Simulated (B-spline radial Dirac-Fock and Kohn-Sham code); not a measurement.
## Mg²⁺: eigenvalues, ΔSCF and the reference

System: Mg²⁺, [He] 2s2 2p6.

The density-functional columns are spherical, spin-unpolarised Dirac-Kohn-Sham results without Breit or QED terms: −ε is minus the orbital energy of the initial state and ΔSCF the difference of two total energies. The reference in the last column comes from ΔSCF Dirac-Fock with Breit, self-energy and vacuum polarisation, finite nucleus, configuration average. All numbers are from a radial finite-basis atomic code, in eV; a selection of levels is shown.

| level | PBE −ε | PBE ΔSCF | LDA −ε | LDA ΔSCF | Dirac-Fock |
| --- | --- | --- | --- | --- | --- |
| K | 1280.1 | 1346.1 | 1273.9 | 1339.5 | 1334.0 |
| L1 | 99.96 | 114.1 | 99.46 | 113.6 | 119.6 |
| L2 | 66.89 | 81.40 | 67.04 | 81.52 | 78.79 |
| L3 | 66.60 | 81.08 | 66.75 | 81.20 | 78.52 |

Task: Order the estimates of the K (1s) level by their distance from the Dirac-Fock value, nearest first.
A. LDA −ε
B. PBE ΔSCF
C. LDA ΔSCF
D. PBE −ε

Result: C (5.5 eV), B (12.1 eV), D (53.9 eV), A (60.1 eV).

For the outermost level NIST gives 80.1436 eV (measured); the differences from it are PBE −ε -13.54, PBE ΔSCF +0.94, LDA −ε -13.40, LDA ΔSCF +1.05, Dirac-Fock -1.62 eV.

Values without a named source are computed, but for edge energies of neutral atoms, which are taken from tables.
